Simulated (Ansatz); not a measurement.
`[SiH3][O][Sc]([Cl])[O][SiH3]`, relaxed with RKS PBE0-D4/def2-TZVP in Ansatz 0.2.0 from a GFN2-xTB geometry. The force threshold is 0.005 eV/Å; the program also tests the step.

Charge 0, multiplicity 1.

Start:

```xyz
12

Si    0.123   -2.309   -0.472
O    -0.576   -1.054   -1.212
Sc   -0.990    0.736   -1.369
Cl   -2.186    1.629   -3.020
O    -0.274    1.674    0.046
Si    0.565    1.797    1.423
H     0.201   -3.395   -1.460
H    -0.721   -2.695    0.675
H     1.469   -1.892   -0.026
H    -0.069    2.860    2.218
H     1.953    2.155    1.077
H     0.504    0.494    2.119
```

(1) How much energy does the relaxation release, and in how many steps? (Estimate.)

(2) Which bonds change most? (Best estimate.)

(3) Give the relaxed structure. (Estimate.)

Results:

(1) Computed: 21.40 kJ/mol, in 17 steps.

(2) The calculation gave: Sc3–Cl4 from 2.226 to 2.312 Å; Sc3–O5 from 1.842 to 1.869 Å; O2–Sc3 from 1.843 to 1.869 Å; Si1–O2 from 1.616 to 1.636 Å.

(3) The calculation gave: 
```xyz
12

Si   -0.017   -2.883   -0.848
O    -0.371   -1.290   -0.962
Sc   -0.731    0.544   -1.010
Cl   -1.968    1.473   -2.728
O    -0.055    1.602    0.374
Si    0.569    2.471    1.612
H    -0.196   -3.546   -2.167
H    -0.917   -3.530    0.144
H     1.393   -3.062   -0.408
H    -0.370    3.557    2.000
H     1.865    3.073    1.203
H     0.798    1.592    2.790
```
